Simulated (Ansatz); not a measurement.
Input for Ansatz (development build ahead of 0.2.0):

```yaml
crystal:
  periodic: [false, false, false]
  atoms:
    - { symbol: Sm, position_ang: [0.0, 0.0, 0.0] }
    - { symbol: O, position_ang: [0.0, 0.0, 1.816] }
basis:
  gaussian: { orbitals: def2-TZVPP }
magnetization:
  spin_polarized: true
  initial_magnetization: 6
hamiltonian:
  xc: pbe0
```

The input is written out in the form of the current development build from the run's settings. The basis set brings a core potential for Sm, so the total leaves out those core electrons.

Output:

| Quantity | Value |
| --- | --- |
| Converged | yes |
| Total energy | -733.14235 hartree |
| Spin squared of the determinant | 12.051 |
| Stability test | minimum |

Caution: other spin multiplicities were not run.
